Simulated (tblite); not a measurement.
Compound: C₅H₁₀O₄Si.
SMILES with atom numbers: `[CH3:1][CH2:2][C@:3]1([O:4][CH:5]=[O:6])[CH2:7][O:8][SiH2:9][O:10]1` (hydrogens: H11, H12, H13 on C1; H14, H15 on C2; H16 on C5; H17, H18 on C7; H19, H20 on Si9)

Cartesian coordinates in Å at the GFN2-xTB level; atoms count from 1:
```
atom  x, y, z in Å
C1    -2.475   -0.452   -0.063
C2    -1.219   -0.519   -0.924
C3     0.002    0.066   -0.206
O4    -0.313    1.453    0.035
C5     0.531    2.196    0.727
O6     1.607    1.898    1.149
C7     1.297   -0.053   -1.064
O8     2.244   -0.776   -0.353
Si9    1.771   -1.099    1.182
O10    0.217   -0.573    0.990
H11   -3.301   -0.943   -0.571
H12   -2.297   -0.948    0.887
H13   -2.743    0.583    0.128
H14   -0.986   -1.559   -1.161
H15   -1.365    0.034   -1.853
H16    0.076    3.195    0.856
H17    1.687    0.945   -1.290
H18    1.084   -0.571   -2.005
H19    1.694   -2.540    1.358
H20    2.480   -0.327    2.178
```

Calculated harmonic vibrations of the isolated species, GFN2-xTB (tblite), most abundant isotopes, no scaling. This tight-binding method is rough: wavenumbers can miss measured ones by several per cent, in bad cases by 10 to 20. Modes of hydrogen on silicon can be 10 to 20 % off. One conformer, not necessarily the lowest.

Harmonic wavenumbers (cm⁻¹): 69.6, 93.9, 110.0, 150.1, 169.3, 202.9, 218.8, 257.7, 304.1, 372.5, 450.9, 467.3, 487.7, 497.5, 597.4, 638.6, 673.8, 754.0, 793.7, 805.4, 824.9, 827.0, 891.3, 893.1, 934.9, 994.5, 1025.4, 1062.0, 1120.4, 1127.0, 1136.3, 1152.0, 1185.3, 1216.5, 1251.2, 1308.3, 1326.0, 1360.2, 1402.9, 1456.8, 1479.2, 1486.1, 1497.9, 1792.3, 2345.6, 2417.4, 2804.1, 2930.2, 2950.4, 2986.0, 2990.0, 3039.8, 3051.4, 3053.9.

A = 1573, B = 1154, C = 883.9 MHz; mass 162.035 u (most abundant isotopes); point group C1, symmetry number 1.

Question: Zero-point energy?

Answer: ½Σν̃ = 32718 cm⁻¹ = 391.39 kJ/mol.

Question: Entropy at 350 K, 1 bar (ideal gas, RRHO, classical rotation)?

Answer: Translation 175.64, rotation 126.20, vibration 153.11: S = 454.9 J/(mol K).

Question: And Cp and H(350 K) − H(0)?

Answer: Cp = 202.31 J/(mol K), of which vibrations give 169.06 (their classical limit is 54 R = 449.0); H(350 K) − H(0) = 40.96 kJ/mol without the zero-point energy, 29.32 from vibrations.

Question: Blend soft modes into free rotors: weight 1/[1 + (100 cm⁻¹/ν̃)⁴] for the oscillator and the rest for a rotor with moment μB/(μ + B), μ = h/(8π²ν), B = 10⁻⁴⁴ kg m². What vibrational entropy results?

Answer: 145.98 J/(mol K) in place of 153.11, which changes −T·S at 350 K by +2.50 kJ/mol.

Question: Which modes carry the vibrational entropy at 350 K?

Answer: 69.6 cm⁻¹: 18.75; 93.9 cm⁻¹: 16.28; 110.0 cm⁻¹: 14.98; 150.1 cm⁻¹: 12.46; 169.3 cm⁻¹: 11.49; 202.9 cm⁻¹: 10.06 J/(mol K); the other 48 give 69.08 together.

Question: What must be added to the electronic energy to get the Gibbs energy at 350 K and 1 bar?

Answer: ZPE + [H(350 K) − H(0)] − T·S = 391.39 + 40.96 − 159.23 = 273.12 kJ/mol.

Hindered rotation and anharmonicity are outside this model. Other conformers, if any are populated, would add a mixing term that is left out. The structure is chiral; the term R ln 2 for an equal mix with its mirror image is left out.
